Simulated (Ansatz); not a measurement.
`CC(C)C(C)C(C)(C)C` and `CC(C)C(C)S` differ in one atom or group.

Ansatz, PBE0-D4/def2-TZVP geometries, multiplicity 1. Each molecule was computed in one conformer, which needn't be the lowest.

| property | `CC(C)C(C)C(C)(C)C` |
| --- | --- |
| LUMO energy (B3LYP/def2-TZVPP) / eV | 0.64 |
| LUMO energy (ωB97M-V/def2-TZVPP) / eV | 2.36 |
| HOMO energy (PBE/def2-TZVPP) / eV | -6.94 |
| HOMO–LUMO gap (PBE0/def2-TZVPP) / eV | 9.18 |
| HOMO–LUMO gap (ωB97M-V/def2-TZVPP) / eV | 12.85 |
| HOMO energy (B3LYP/def2-TZVPP) / eV | -8.05 |

(1) Give the same properties after the change, and the shifts. (Estimate.)

Answers

(1) Ansatz gave: 
```json
{"property": "LUMO energy (B3LYP/def2-TZVPP) / eV", "`CC(C)C(C)S`": "0.29", "shift": "-0.35"}
{"property": "LUMO energy (ωB97M-V/def2-TZVPP) / eV", "`CC(C)C(C)S`": "2.29", "shift": "-0.07"}
{"property": "HOMO energy (PBE/def2-TZVPP) / eV", "`CC(C)C(C)S`": "-5.42", "shift": "1.52"}
{"property": "HOMO–LUMO gap (PBE0/def2-TZVPP) / eV", "`CC(C)C(C)S`": "7.23", "shift": "-1.95"}
{"property": "HOMO–LUMO gap (ωB97M-V/def2-TZVPP) / eV", "`CC(C)C(C)S`": "11.22", "shift": "-1.63"}
{"property": "HOMO energy (B3LYP/def2-TZVPP) / eV", "`CC(C)C(C)S`": "-6.43", "shift": "1.62"}
```

With PBE0 the HOMO rises by 1.57 eV and the LUMO falls by 0.38 eV, so the gap narrows by about 1.95 eV. PBE moves the HOMO by 1.52 eV and ωB97M-V by 1.57 eV.

B3LYP here is the variant with VWN-RPA as its local correlation; programs differ in this.

Positive LUMOs are unbound, so they and the gaps depend on the basis.
